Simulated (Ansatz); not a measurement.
`[CH3][AlH][C](=N)O` and `N=C(O)[SiH2][SiH3]` differ in one atom or group.

Ansatz, PBE0-D4/def2-TZVP geometries, multiplicity 1. Each molecule was computed in one conformer, which needn't be the lowest.

```
                                        property  `[CH3][AlH][C](=N)O`
             LUMO energy (B3LYP/def2-TZVPP) / eV                 -1.95
               LUMO energy (PBE/def2-TZVPP) / eV                 -2.51
               HOMO energy (PBE/def2-TZVPP) / eV                 -5.90
              LUMO energy (PBE0/def2-TZVPP) / eV                 -1.72
size of the dipole moment (B3LYP/def2-TZVPP) / D                  1.66
            HOMO–LUMO gap (PBE0/def2-TZVPP) / eV                  5.56
```

(1) What does the change do to each property? (Best estimate.)

## Answers

(1) Ansatz gave: 
| property | `N=C(O)[SiH2][SiH3]` | shift |
| --- | --- | --- |
| LUMO energy (B3LYP/def2-TZVPP) / eV | -0.74 | 1.21 |
| LUMO energy (PBE/def2-TZVPP) / eV | -1.49 | 1.02 |
| HOMO energy (PBE/def2-TZVPP) / eV | -6.35 | -0.45 |
| LUMO energy (PBE0/def2-TZVPP) / eV | -0.53 | 1.19 |
| size of the dipole moment (B3LYP/def2-TZVPP) / D | 0.98 | -0.68 |
| HOMO–LUMO gap (PBE0/def2-TZVPP) / eV | 7.18 | 1.62 |

With PBE0 the HOMO falls by 0.44 eV and the LUMO rises by 1.19 eV, so the gap widens by about 1.63 eV. PBE moves the HOMO by -0.45 eV and ωB97M-V by -0.36 eV. Dipoles are sizes alone; their direction can turn.

B3LYP here is the variant with VWN-RPA as its local correlation; programs differ in this.
